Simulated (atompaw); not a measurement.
## krypton: PAW (atompaw) pseudisation with PBE, scalar-relativistic reference atom.

- Element: Kr
- Generator: atompaw 4.2.0.5
- Type: PAW
- Functional: PBE
- Relativity: scalar-relativistic
- Frozen core: [Ar]
- Valence charge: 18
- Reference configuration: 3d10 4s2 4p6
- Partial waves: 4s (bound): rc 1.30 bohr; 4s channel at -1.15 Ry: rc 1.70 bohr; 4p (bound): rc 1.70 bohr; 4p channel at 3.75 Ry: rc 1.70 bohr; 3d (bound): rc 0.85 bohr; 3d channel at -1.8 Ry: rc 0.85 bohr
- Local potential: bessel scheme, radius 1.15 bohr
- Core correction: smooth core density matched at 1.70 bohr
- Augmentation charge: sinc compensation charge, radius 1.50 bohr; PAW radius 1.70 bohr; waves and projectors: custom rrkj gramschmidtortho

All-electron outer shells of the reference configuration (PBE, scalar-relativistic, ld1.x):

```json
{"shell": "3s", "level (eV)": "-263.97", "outermost node (bohr)": "0.22", "outermost maximum (bohr)": "0.47"}
{"shell": "3p", "level (eV)": "-195.19", "outermost node (bohr)": "0.20", "outermost maximum (bohr)": "0.46"}
{"shell": "3d", "level (eV)": "-81.40", "outermost node (bohr)": "–", "outermost maximum (bohr)": "0.41"}
{"shell": "4s", "level (eV)": "-23.05", "outermost node (bohr)": "0.64", "outermost maximum (bohr)": "1.34"}
{"shell": "4p", "level (eV)": "-9.25", "outermost node (bohr)": "0.67", "outermost maximum (bohr)": "1.55"}
```

(1) Does this generation succeed?

Results:

(1) No. atompaw 4.2.0.5 stopped with "atompaw: The overlap operator has at least one negative eigenvalue!": the overlap operator built from these waves and projectors is not positive definite.
